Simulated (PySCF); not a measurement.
formaldehyde (CH₂O), SMILES O=C.

Geometry: PBE0-D3(BJ)/def2-TZVPD.

Lowest vertical singlet excitation by several levels in PySCF, with rough processor times relative to the cheapest run on one machine. Each run also gave further roots (ADC and EOM-CCSD ionised and attached states too); roots are paired by order and the bases differ. EOM-CCSD serves as a yardstick, not as the true value; all levels that ended soundly for this molecule are listed, with differences from unrounded values.

```csv
level,relative cost
ADC(2)/aug-cc-pVDZ,1
TDA-CAM-B3LYP/def2-TZVPD,1
EOM-CCSD/aug-cc-pVDZ,3
TDA-M06-2X/def2-TZVPD,6
```

### Question
Give S1 at each level and its distance from EOM-CCSD. (An estimate is asked for; the answer gives what the named calculation found.)

### Answer

```csv
level,S1 (eV),S1 minus EOM-CCSD (eV)
ADC(2)/aug-cc-pVDZ,4.01,-0.09
TDA-CAM-B3LYP/def2-TZVPD,4.03,-0.07
EOM-CCSD/aug-cc-pVDZ,4.10,0.00
TDA-M06-2X/def2-TZVPD,3.85,-0.25
```
